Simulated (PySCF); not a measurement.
C4H11B.
Bonds: C1–B2, B2–C3, C3–C4, C4–C5. Hydrogens: H6, H7, H8 on C1; H9 on B2; H10, H11 on C3; H12, H13 on C4; H14, H15, H16 on C5.

Method: PySCF, PBE0-D3(BJ)/def2-SVP geometry optimisation, gas phase; density fitting, grid level 1; the optimiser is geomeTRIC in internal coordinates, started from a GFN2-xTB structure with every atom displaced at random (about 0.01 Å).

Step 0: E = -4994.0612 eV
```
atom  x, y, z in Å  |  force x, y, z in eV/Å
C1      2.2999   -0.6512   -0.2353   -1.148   1.882  -0.467
B2      1.5086    0.4417    0.6095   -0.353  -0.550  -0.464
C3     -0.0668    0.6458    0.5627    1.173  -0.598   0.382
C4     -0.8418   -0.2754   -0.3283   -2.292   1.093   0.250
C5     -2.3658    0.0484   -0.2704    1.130   0.410   0.347
H6      3.0549   -1.1207    0.3309    1.333  -0.786   0.953
H7      1.6659   -1.3856   -0.7014   -0.444  -0.606  -0.357
H8      2.8243   -0.1059   -1.0544   -0.087  -0.071   0.213
H9      2.1322    1.1703    1.3243    0.294   0.303   0.266
H10    -0.4347    0.5686    1.6064    0.073   0.084   0.021
H11    -0.2587    1.6839    0.2936   -0.072   0.632  -0.077
H12    -0.5275   -0.1724   -1.3524    0.417  -0.073  -0.866
H13    -0.7514   -1.2987   -0.0382    0.473  -1.208   0.265
H14    -2.9507   -0.5960   -0.9073   -0.396  -0.441  -0.533
H15    -2.7418   -0.0731    0.7563   -0.019   0.029   0.073
H16    -2.5403    1.0982   -0.5653   -0.080  -0.098  -0.006
```

Step 1: E = -4994.2349 eV
```
atom  x, y, z in Å  |  force x, y, z in eV/Å
C1      2.2766   -0.6867   -0.1647    0.298  -0.268   0.156
B2      1.5131    0.4474    0.5910   -0.010  -0.001   0.090
C3     -0.0367    0.6708    0.5295   -0.109   0.099  -0.115
C4     -0.8805   -0.2070   -0.3871    0.048  -0.187  -0.079
C5     -2.3755    0.0372   -0.2521   -0.091  -0.184  -0.052
H6      3.1443   -1.1140    0.3862   -0.342   0.186  -0.101
H7      1.6559   -1.5029   -0.5650   -0.001   0.027   0.045
H8      2.7355   -0.1892   -1.0386    0.034   0.112  -0.129
H9      2.1543    1.2241    1.2757    0.014  -0.004  -0.037
H10    -0.3727    0.5553    1.5821    0.019  -0.028   0.059
H11    -0.2584    1.7422    0.3344    0.135  -0.082   0.046
H12    -0.5793   -0.0300   -1.4383    0.002  -0.064   0.104
H13    -0.6558   -1.2772   -0.1883   -0.083   0.237  -0.055
H14    -2.9649   -0.6101   -0.9283    0.098   0.113   0.079
H15    -2.7194   -0.1659    0.7759    0.004   0.021  -0.003
H16    -2.6303    1.0837   -0.4820   -0.016   0.023  -0.009
```

Step 2: E = -4994.2443 eV
```
atom  x, y, z in Å  |  force x, y, z in eV/Å
C1      2.2961   -0.6844   -0.1675    0.069  -0.068  -0.071
B2      1.5099    0.4332    0.5869    0.005   0.063   0.056
C3     -0.0390    0.6591    0.5277   -0.060  -0.065  -0.035
C4     -0.8940   -0.2131   -0.3866    0.020   0.008   0.001
C5     -2.3871    0.0436   -0.2521   -0.015  -0.019  -0.004
H6      3.1541   -1.0855    0.3976   -0.066   0.042   0.003
H7      1.6922   -1.5124   -0.5663   -0.009   0.000   0.006
H8      2.7514   -0.1721   -1.0415   -0.026   0.007   0.020
H9      2.1476    1.2156    1.2673    0.011   0.011   0.002
H10    -0.3692    0.5444    1.5840    0.015  -0.009   0.003
H11    -0.2365    1.7328    0.3388    0.040   0.002   0.004
H12    -0.5885   -0.0485   -1.4354    0.006  -0.019   0.010
H13    -0.6858   -1.2789   -0.1855   -0.003   0.026   0.007
H14    -2.9775   -0.5972   -0.9258    0.010   0.012  -0.003
H15    -2.7338   -0.1506    0.7764    0.008   0.008   0.000
H16    -2.6340    1.0918   -0.4873   -0.007   0.002   0.001
```

Problem. Estimate the geometry and energy of step 3. (The exact step hangs on the optimiser's Hessian estimate; all steps are aligned on step 2, rigid shifts and turns removed.)

Solution. E = -4994.2445 eV, largest force 0.094 eV/Å
```
atom  x, y, z in Å  |  force x, y, z in eV/Å
C1      2.2759   -0.6804   -0.1751    0.044   0.037  -0.046
B2      1.5137    0.4414    0.5986   -0.045  -0.044  -0.069
C3     -0.0352    0.6580    0.5359   -0.033   0.002   0.068
C4     -0.8840   -0.2173   -0.3801    0.007   0.062   0.015
C5     -2.3785    0.0392   -0.2593    0.016   0.032   0.009
H6      3.1313   -1.0867    0.3826    0.065  -0.032   0.021
H7      1.6574   -1.5008   -0.5669   -0.002   0.012   0.011
H8      2.7222   -0.1650   -1.0521   -0.010  -0.019   0.027
H9      2.1598    1.2219    1.2743   -0.011  -0.014  -0.005
H10    -0.3658    0.5434    1.5923   -0.007   0.006  -0.011
H11    -0.2248    1.7323    0.3466   -0.023   0.027  -0.007
H12    -0.5690   -0.0618   -1.4264    0.007  -0.003  -0.019
H13    -0.6778   -1.2797   -0.1702    0.004  -0.041   0.022
H14    -2.9612   -0.6047   -0.9346   -0.015  -0.019  -0.019
H15    -2.7328   -0.1480    0.7677    0.002  -0.001   0.000
H16    -2.6252    1.0858   -0.5028    0.002  -0.005   0.003
```

The energy changes by -0.0001 eV. The first-order estimate −F·Δx gives -0.0035 eV and the mean of the old and new forces, exact on a quadratic surface, 0.0000 eV. The step makes an angle of 78° with the force vector and moves no atom by more than 0.037 Å.

The cost below is that of the whole optimisation. On one thread, Arm Neoverse V1 (aarch64), no GPU (shared host), this took 50 s of wall time and 0.49 GiB of memory at its peak.
